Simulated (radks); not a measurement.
These are the eigenvalues of the occupied orbitals of an atom or ion with whole-number occupations (hartree). Method: Dirac Kohn-Sham, PBE, spin-unpolarised, spherical densities, finite nucleus; Fermi nuclear charge, rms radius of each element as measured or else 0.836 A^(1/3) + 0.57 fm; computed with a radial shooting solver on a logarithmic mesh with Libxc functionals.

orbital  eigenvalue
1s1/2     -2553.267
2s1/2     -443.6757
2p1/2     -424.5309
2p3/2     -374.8250
3s1/2     -105.2253
3p1/2     -96.67978
3p3/2     -85.93103
3d3/2     -71.51217
3d5/2     -69.17474
4s1/2     -24.79170
4p1/2     -21.24104
4p3/2     -18.73615
4d3/2     -12.89359
4d5/2     -12.42953
5s1/2      -6.45049
5p1/2      -5.33042
4f5/2      -5.09201
4f7/2      -5.00524
5p3/2      -4.90112

Which element is it, and in what charge state? The configuration may be excited. Open shells, if any, fill j = l - 1/2 first.

Answer. Z = 74, tungsten, charge +7: W7+ in [Xe] 4f13. The list shows which subshells hold electrons but not how many an open one holds; the 1s level, -2553.3 hartree, gives Z - s = 71.5 by -(Z - s)^2/2, which with screening and relativity narrows Z to a few neighbours, and the depths of the outer levels then fix element, charge and occupations together.
